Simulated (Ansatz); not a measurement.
`[Cl][SnH2][SeH]` + H₂S → `[SH][SnH2][Cl]` + H₂Se at 500 K and 1 bar (ligand exchange at the Sn–Se bond).

Computed with Ansatz on PBE0-D4/def2-TZVP structures; ΔE is electronic, products minus reactants. CBS: MP2 limit from def2 TZ/QZ plus the TZ coupled-cluster correction, frozen cores. This one scheme is used for every species. Elements past krypton have def2 core potentials. For Se, Sn outer-core shells are correlated without core-valence functions, which leaves a few kJ/mol of doubt a bond. Scalar relativity is left out up to krypton. Each species was taken in one conformer, which may not be the lowest.

```json
{"species": "`[Cl][SnH2][SeH]`", "CCSD(T)/CBS energy (Eh)": "-3076.37402", "H − E (kJ/mol)": "97.7", "S (J/(mol·K))": "396.7"}
{"species": "H₂S", "CCSD(T)/CBS energy (Eh)": "-398.97279", "H − E (kJ/mol)": "57.0", "S (J/(mol·K))": "224.0"}
{"species": "`[SH][SnH2][Cl]`", "CCSD(T)/CBS energy (Eh)": "-1073.44145", "H − E (kJ/mol)": "99.9", "S (J/(mol·K))": "382.4"}
{"species": "H₂Se", "CCSD(T)/CBS energy (Eh)": "-2401.89790", "H − E (kJ/mol)": "53.1", "S (J/(mol·K))": "237.8"}
```

H − E and S are ideal-gas, rigid-rotor, harmonic terms from PBE0-D4/def2-TZVP, for one conformer and one mirror image of each species. 1 Eh = 2625.50 kJ/mol, R = 8.31446 J/(mol·K).

Question: By hand: ΔE, ΔH, ΔS and ΔG.

Answer: ΔE = (-1073.44145) + (-2401.89790) − (-3076.37402) − (-398.97279) = 0.00746 Eh = 19.6 kJ/mol. Δ(H − E) = 99.9 + 53.1 − 97.7 − 57.0 = -1.7, so ΔH = 17.9 kJ/mol. ΔS = 382.4 + 237.8 − 396.7 − 224.0 = -0.5 J/(mol·K). ΔG = 17.9 − 500 × (-0.5)/1000 = 18.1 kJ/mol.

Question: By hand: the equilibrium constant, and the temperature at which ΔG would vanish if ΔH and ΔS stayed fixed.

Answer: log₁₀ K = −ΔG/(RT ln 10) = -1.9. ΔH and −TΔS have one sign here, so there is no such temperature. One of them is within its doubt of zero, so this could turn.

The number of gas molecules stays the same, so ΔS is small and ΔH decides. A doubt of 5 kJ/mol in ΔE shifts log₁₀ K by 0.5 here. Other conformers and mirror images would add mixing entropy, several J/(mol·K) or more a flexible species. These are equilibria of isolated gas molecules and say nothing of rates. Largest T1 diagnostic: 0.012 (customary marks: 0.02 for closed shells, 0.045 for open ones).
